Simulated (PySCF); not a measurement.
**From computed data to an observable: dipole moment from atomic charges**

AlH5P2, SMILES [PH2][AlH][PH2]. Atoms are numbered in the order given.

```xyz
8

Al     0.0180    -0.7976     0.0000
H     -0.0041    -2.3833     0.0000
P     -0.1173     0.3620     1.9972
H      0.8506    -0.4420     2.6652
H      0.7942     1.3872     1.6144
P     -0.1173     0.3620    -1.9972
H      0.7942     1.3872    -1.6144
H      0.8506    -0.4420    -2.6652
```
Charge 0, spin multiplicity 1.

Coordinates come from a ωB97X-D3(BJ)/def2-SVP optimisation. One conformer was computed; it need not be the lowest.

Charges (e) from r2SCAN/def2-TZVPD (PySCF):

```json
[
 {"atom": "Al1", "ESP fit": "0.555", "IAO": "0.568"},
 {"atom": "H2", "ESP fit": "-0.215", "IAO": "-0.196"},
 {"atom": "P3", "ESP fit": "-0.272", "IAO": "-0.210"},
 {"atom": "H4", "ESP fit": "0.050", "IAO": "0.014"},
 {"atom": "H5", "ESP fit": "0.051", "IAO": "0.010"},
 {"atom": "P6", "ESP fit": "-0.272", "IAO": "-0.210"},
 {"atom": "H7", "ESP fit": "0.051", "IAO": "0.010"},
 {"atom": "H8", "ESP fit": "0.050", "IAO": "0.014"}
]
```

The dipole moment of the full density is 1.16 D.

**Question.** What dipole moment does each set of point charges give, and which comes closer to that of the density?

**Answer.** 
μ = Σ q r, and 1 e Å = 4.8032 D.
ESP fit: Σ q r = (0.241, -0.030, 0.000) e Å, |μ| = 1.17 D.
IAO: Σ q r = (0.100, -0.123, 0.000) e Å, |μ| = 0.76 D.
ESP fit comes closer in size. Point charges leave out the atoms' own dipoles (lone pairs, polarised bonds); fits to the potential absorb them, partitions of the density don't.
